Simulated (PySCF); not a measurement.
## Br: interval between two levels

Br [Ar] 3d10 4s2 4p5 [2P3/2, M_J = 3/2] → Br [Ar] 3d10 4s1 4p6 [2S1/2, M_J = 1/2], as a difference of total energies. All numbers are calculated (PySCF 2.14, the two-component X2C-1e Hamiltonian, in x2c-SVPall-2c with one added diffuse shell each of s, p, d type (6s7p4d, 47 functions)). Correlated levels: [Ne] frozen. "Screened" scales the spin-orbit matrix elements by Boettger's factors to mimic the two-electron term; Breit and QED terms are absent.

```
                    method  interval between two levels (cm⁻¹)
           GHF (spin-free)                              120600
          GMP2 (spin-free)                              103800
 GHF (screened spin-orbit)                              121820
GMP2 (screened spin-orbit)                              105020
```
